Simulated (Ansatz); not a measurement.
C3H8N, doublet, geometry from GFN2-xTB. Base run: Ansatz (a quantum-chemistry and plane-wave program) with PBE/STO-3G.

Input for Ansatz:
Ansatz 0.2 input:
```yaml
crystal:
  periodic: [false, false, false]
  atoms:
    - {symbol: N, position_ang: [0.00107674, 0.05252662, 0.22290961]}
    - {symbol: C, position_ang: [-0.00119711, 1.43247889, 0.07940335]}
    - {symbol: C, position_ang: [1.20870810, -0.64841920, -0.12711140]}
    - {symbol: C, position_ang: [-1.20848741, -0.65112173, -0.11479853]}
    - {symbol: H, position_ang: [0.91995774, 1.93255837, 0.31358775]}
    - {symbol: H, position_ang: [-0.92103430, 1.93050006, 0.32296552]}
    - {symbol: H, position_ang: [1.30930264, -0.79359459, -1.21222697]}
    - {symbol: H, position_ang: [1.20646811, -1.62978335, 0.35106755]}
    - {symbol: H, position_ang: [2.06996861, -0.08568093, 0.22685824]}
    - {symbol: H, position_ang: [-1.31980642, -0.79653405, -1.19883464]}
    - {symbol: H, position_ang: [-2.06735332, -0.09030664, 0.24793320]}
    - {symbol: H, position_ang: [-1.19918176, -1.63247297, 0.36332161]}
basis:
  gaussian:
    orbitals: STO-3G
hamiltonian:
  xc: pbe
magnetization: {spin_polarized: true, initial_magnetization: 1}
```

Variants of this job, named by their change:

```csv
change,basis functions,E (Eh)
base,28,-171.42024
basis = 3-21G,52,-172.62134
basis = pcseg-0,52,-173.12893
basis = 6-31G*,76,-173.57031
basis = cc-pVDZ,96,-173.57770
basis = 6-311G**,120,-173.62086
basis = def2-SVPD,144,-173.46287
basis = 6-311++G**,144,-173.62606
"basis = 6-311+G(2d,p)",156,-173.62913
basis = def2-TZVP,172,-173.64166
basis = pcseg-2,232,-173.64639
basis = pc-2,232,-173.65052
basis = def2-TZVPP,236,-173.64469
```

Totals compare only among sets that treat the same electrons; sets with core potentials leave the core out.
